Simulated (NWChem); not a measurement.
System: MgGeH₃Cl; SMILES [Cl][Mg][GeH3]

Results from NWChem. Coordinates come from a PBE-D3(BJ)/def2-SVP optimisation. Vertical excitations in the gas phase; the lowest state need not have the same character in each row.

| level | lowest excitation, singlet (eV) | oscillator strength of that lowest state | orbital gap (eV) |
|---|---|---|---|
| PBE/aug-cc-pVDZ, full TDDFT | 5.06 | 0.436 | 4.42 |
| B3LYP/aug-cc-pVDZ, full TDDFT | 5.25 | 0.503 | 5.64 |
| PBE0/aug-cc-pVDZ, full TDDFT | … | … | … |

**Question.** Complete the blanks.

**Answer.** 
- PBE0/aug-cc-pVDZ, full TDDFT, lowest excitation, singlet (eV): 5.38
- PBE0/aug-cc-pVDZ, full TDDFT, oscillator strength of that lowest state: 0.511
- PBE0/aug-cc-pVDZ, full TDDFT, orbital gap (eV): 6.09
